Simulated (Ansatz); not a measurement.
Program: Ansatz. Geometries: PBE0-D4/def2-TZVP. ΔE: electronic, gas phase. CCSD(T)/CBS adds triple-zeta CCSD(T) − MP2 to the extrapolated MP2 energy (def2 sets, frozen cores). This one scheme is used for every species. Functionals use def2-TZVPP. B3LYP here is the variant with VWN-RPA as its local correlation; programs differ in this. For Ge outer-core shells are correlated without core-valence functions, which leaves a few kJ/mol of doubt a bond. Scalar relativity is left out up to krypton. One conformer a species, not always the lowest.

`O[B]([GeH3])CCl` + H–F → `O[B](F)[GeH3]` + `CCl`  (ligand exchange at a B–C bond)

`O[B]([GeH3])CCl`:

Cartesian coordinates in Å:
```
O 1.452 -1.158 0.307
B 0.319 -0.478 0.025
Ge -0.050 1.404 0.840
C -0.690 -1.185 -0.961
Cl -0.490 -0.272 -2.495
H 2.070 -0.684 0.870
H -1.287 1.364 1.760
H -0.292 2.497 -0.210
H 1.147 1.844 1.713
H -1.739 -1.106 -0.680
H -0.439 -2.226 -1.168
```

H–F:

Z-matrix (Å, degrees):
```
F
H 1 0.920
```

`O[B](F)[GeH3]`:

Cartesian coordinates in Å:
```
O -1.553 0.123 1.261
B -0.876 -0.527 0.293
F -1.402 -1.674 -0.114
Ge 0.894 0.145 -0.574
H -1.147 0.949 1.533
H 0.722 0.367 -2.085
H 1.329 1.484 0.055
H 2.032 -0.867 -0.368
```

`CCl`:

```xyz
5

C     0.116    0.000   -0.089
Cl   -1.290    0.000    0.991
H    -0.086    0.669   -0.922
H     0.278   -1.013   -0.449
H     0.983    0.345    0.470
```

| level | ΔE (kcal/mol) |
| --- | --- |
| PBE-D4 | -33.3 |
| r2SCAN-D4 | -36.0 |
| ωB97X-V | -35.6 |
| r2SCAN | -36.5 |
| B3LYP | -38.2 |
| SCS-MP2/def2-TZVPP | -34.7 |
| CCSD/def2-TZVPP | -34.9 |
| CCSD(T)/def2-TZVPP | -34.0 |

Task: What does CCSD(T)/CBS give? (An estimate is asked.)

Result: Ansatz gave: -33.1 kcal/mol. The listed levels differ from it by -0.2, -2.9, -2.5, -3.4, -5.1, -1.6, -1.8, -0.9 kcal/mol.

Largest T1 diagnostic among the species: 0.013.

The D4 term adds +2.8 kcal/mol with B3LYP and +1.6 kcal/mol with PBE0; it sums over pairs of atoms, weighted by their polarisabilities, and B3LYP, whose exchange is more repulsive, gets the larger term. In def2-TZVPP, CCSD(T) changes the Hartree–Fock value by +7.4 kcal/mol (the triples alone add +0.9 kcal/mol) and MP2 by +8.1 kcal/mol.
